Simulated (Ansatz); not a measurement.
System: C6H11 (charge 0, doublet). It need not be the lowest isomer of its formula. SMILES: C1C([CH]CC1)C
Structure (B3LYP-D3(BJ)/def2-TZVP (Ansatz, a program for electronic structure) minimum search):
```xyz
17

C      2.0273    -0.8431     0.0736
C      0.6175    -0.4103     0.4763
C     -0.4844    -1.0465    -0.3099
C     -1.5493    -0.0679    -0.6766
C     -1.1863     1.1870     0.1446
C      0.3371     1.0969     0.2982
H      2.2153    -0.6095    -0.9768
H      2.7812    -0.3315     0.6766
H      2.1640    -1.9179     0.2087
H      0.4910    -0.6570     1.5447
H     -0.5066    -2.0966    -0.5682
H     -1.5261     0.1601    -1.7534
H     -2.5622    -0.4310    -0.4738
H     -1.5154     2.1147    -0.3247
H     -1.6604     1.1305     1.1280
H      0.8239     1.4421    -0.6196
H      0.7237     1.6992     1.1215
```
Charge 0, spin multiplicity 2.

Property: atomisation energy (electronic, to ground-state atoms); the coupled-cluster value holds the core correlation from cc-pwCVTZ, in kcal/mol. Valence correlation only, unless marked. UHF or UKS for open shells. Spin-orbit coupling is left out. Non-relativistic. Basis-set limits of correlation are two-point, X^-3; Hartree-Fock from the larger set. [CCSD(T)-MP2]/basis is that difference in the basis named.

Level to compare with: RI-MP2/CBS(cc-pVTZ,cc-pVQZ)+[CCSD(T)-MP2]/cc-pVTZ plus the core term (Ansatz), 1661.1 kcal/mol. It is a level with limits of its own, and the differences hold the functionals' basis error too.

### Question
Rank these functionals by how close they come to RI-MP2/CBS(cc-pVTZ,cc-pVQZ)+[CCSD(T)-MP2]/cc-pVTZ, closest first: revPBE/def2-TZVPD (Ansatz); B3LYP/def2-TZVPD (Ansatz); BHLYP/def2-TZVPD (Ansatz); r2SCAN0/def2-TZVPD (Ansatz).

### Answer
r2SCAN0/def2-TZVPD (hybrid meta-GGA, 1648.3 kcal/mol, difference -12.8), B3LYP/def2-TZVPD (global hybrid, 1642.6 kcal/mol, difference -18.5), revPBE/def2-TZVPD (GGA, 1628.6 kcal/mol, difference -32.5), BHLYP/def2-TZVPD (global hybrid, 1612.0 kcal/mol, difference -49.1)
